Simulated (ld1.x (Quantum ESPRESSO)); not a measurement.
# Before and after: PAW potential for Ne

```json
{
  "Element": "neon (Ne)",
  "Generator": "ld1.x (Quantum ESPRESSO) 7.5",
  "Type": "PAW",
  "Functional": "PBE",
  "Relativity": "non-relativistic",
  "Frozen core": "[He]",
  "Valence charge": "8",
  "Reference configuration": "2s2 2p6",
  "Partial waves": "2s (bound): rcut 0.45, rcutus 0.60 bohr; 2s channel at -2.25 Ry: rcut 0.45, rcutus 0.60 bohr; 2p (bound): rcut 0.75, rcutus 0.80 bohr; 2p channel at 0.8 Ry: rcut 0.75, rcutus 0.80 bohr",
  "Local potential": "all-electron potential smoothed inside 0.55 bohr (lloc = -1)",
  "Core correction": "Bessel-smoothed model core inside 0.55 bohr",
  "Augmentation charge": "PSQ, inside the norm-conserving radii"
}
```

All-electron outer shells of the reference configuration (PBE, non-relativistic, ld1.x):

```
shell  level (eV)  outermost node (bohr)  outermost maximum (bohr)
   2s      -36.28                   0.22                      0.69
   2p      -13.35                      –                      0.62
```

Change: waves 2s (bound): rcut 0.45, rcutus 0.84 bohr; 2s channel at -2.25 Ry: rcut 0.45, rcutus 0.84 bohr.

Cutoffs: the cutoffs (Ry, on a coarse ladder) from which the occupation-weighted sum of valence levels, in a spherical-Bessel basis at the reference potential, stays within 10 and 1 mRy of its value at 400 Ry; they do not see the model core or the augmentation charge, which bear on the density cutoff. Errors are all-electron minus pseudo energies relative to the spin-unpolarised reference configuration.

Problem. Predict the effect on cutoff, ghosts and configuration errors.

Solution. The potential gets neither clearly harder nor softer (120 Ry and 230 Ry → 120 Ry and 200 Ry); the p channel sets the loose cutoff, while the largest relative change is in s, which becomes softer; of the 6 tests that both files solve, the error grows in 0 and shrinks in 3 by more than 15 % and 0.3 meV (median size 1.3 → 0.9 meV); neither file shows a bound ghost. That the errors move this way runs against the usual rule that smaller radii transfer better.

| quantity | base | changed |
| --- | --- | --- |
| cutoff, loose | 120 Ry | 120 Ry |
| cutoff, tight | 230 Ry | 200 Ry |
| loose cutoff by channel (10 mRy a level) | s 80 Ry, p 100 Ry | s 35 Ry, p 100 Ry |
| bound ghosts | none | none |
| error for 2s2 2p5, meV [ΔE 22.49 eV] | -0.1 | -0.1 |
| error for 2s2 2p4, meV [ΔE 65.77 eV] | -2.2 | -1.5 |
| error for 2s2 2p3, meV [ΔE 133.21 eV] | -11 | -7.0 |
| error for 2s2 2p2, meV [ΔE 227.83 eV] | -30 | -16 |
| error for 2s1 2p6, meV [ΔE 45.75 eV] | -0.4 | -0.3 |
| error for 2s2 2p5.5, meV [ΔE 8.88 eV] | 0.0 | 0.0 |
| lowest overlap eigenvalue by channel | s 0.54, p 0.96 | s 0.52, p 0.96 |
